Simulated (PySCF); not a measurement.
The third ionisation energy along the second row

All values are computed (PySCF 2.14, energy differences of UHF-based or UKS calculations, no spin-orbit coupling). Values in eV. The last column holds reference values (NIST; (s) semi-empirical, (t) theoretical, else measured). Unmarked ones compare directly (S terms, centres of terms, or small fine structure); those marked * lie between the lowest fine-structure levels and include a spin-orbit shift.

```tsv
element	configurations	LDA	PBE	r2SCAN	MP2 (valence)	MP2 (valence and next inner shell)	CCSD (valence and next inner shell)	reference
B (aug-cc-pCVTZ-DK, spin-free X2C)	[He] 2s1 → 1s2	37.905	38.292	37.864	n/a	37.902	37.909	37.931
C (aug-cc-pCVTZ-DK, spin-free X2C)	[He] 2s2 → [He] 2s1	46.970	47.126	46.646	47.002	47.066	47.821	47.888
N (aug-cc-pCVTZ-DK, spin-free X2C)	[He] 2s2 2p1 → [He] 2s2	47.839	47.993	48.196	47.461	47.516	47.294	47.445 (s) *
O (aug-cc-pCVTZ-DK, spin-free X2C)	[He] 2s2 2p2 → [He] 2s2 2p1	55.390	55.242	55.578	54.972	55.024	54.822	54.936 (s) *
F (aug-cc-pCVTZ-DK, spin-free X2C)	[He] 2s2 2p3 → [He] 2s2 2p2	63.150	62.827	63.145	62.821	62.868	62.652	62.708 (s) *
Ne (aug-cc-pCVTZ-DK, spin-free X2C)	[He] 2s2 2p4 → [He] 2s2 2p3	63.602	63.862	63.601	63.023	63.059	63.089	63.423 *
```

"Valence" correlates the outer s and p shells and, in groups 3 to 12 and the f block, the outer d or f shell, open or full, or the next shell where the ion has no valence electron left; the wider scheme adds the next inner shell.
